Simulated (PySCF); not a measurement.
Species: Sn(NH2)Me3, C3H11NSn.
Geometry (PBE0-D3(BJ)/def2-SVP, Å), atoms numbered from 1 in this order:
```xyz
16
C3H11NSn angstrom
Sn     0.005   -0.028    0.128
N      0.116   -0.235    2.172
H     -0.794   -0.216    2.630
H      0.679    0.490    2.614
C      2.045   -0.020   -0.544
H      2.090   -0.162   -1.634
H      2.593   -0.840   -0.057
H      2.538    0.931   -0.296
C     -1.009    1.775   -0.498
H     -1.045    1.826   -1.596
H     -0.476    2.660   -0.122
H     -2.039    1.793   -0.112
C     -1.046   -1.769   -0.564
H     -2.079   -1.775   -0.186
H     -0.535   -2.674   -0.204
H     -1.077   -1.789   -1.663
```

Computed with PBE0-D3(BJ)/def2-SVP geometry optimisation, gas phase, def2 core potentials past Kr in PySCF 2.14.0.

Problem. Which atoms are bound to Sn1, and at what distances?

Solution. 4 atoms: N2 2.057 Å, C13 2.148 Å, C5 2.148 Å, C9 2.161 Å. The nearest atom not counted as bound is H4, at 2.63 Å (others tie with it).

Problem. List the angles at Sn1.

Solution. 
```json
{"angle": "N2–Sn1–C9", "degrees": "113.4", "distance of the outer atoms (Å)": "3.53"}
{"angle": "C5–Sn1–C13", "degrees": "111.5", "distance of the outer atoms (Å)": "3.55"}
{"angle": "C9–Sn1–C13", "degrees": "110.7", "distance of the outer atoms (Å)": "3.54"}
{"angle": "C5–Sn1–C9", "degrees": "110.6", "distance of the outer atoms (Å)": "3.54"}
{"angle": "N2–Sn1–C13", "degrees": "105.4", "distance of the outer atoms (Å)": "3.35"}
{"angle": "N2–Sn1–C5", "degrees": "105.1", "distance of the outer atoms (Å)": "3.34"}
```

Problem. What is the shape at Sn1?

Solution. Distorted tetrahedral: angles from 105.1° to 113.4°; τ4 = (360° − α − β)/141° = 0.96 with α and β the two widest (0 for a square, 1 for a tetrahedron). The Sn–C distances aren't all alike: 2.148 to 2.161 Å.

Problem. What are the other bond lengths?

Solution. N2–H3, N2–H4 1.019 Å; C5–H6 and 8 like bonds 1.100 Å.

Point group: near Cs, missed by 0.18 Å at most; the miss may be what the optimiser left on a soft mode. Charge 0, singlet. No frequency check.
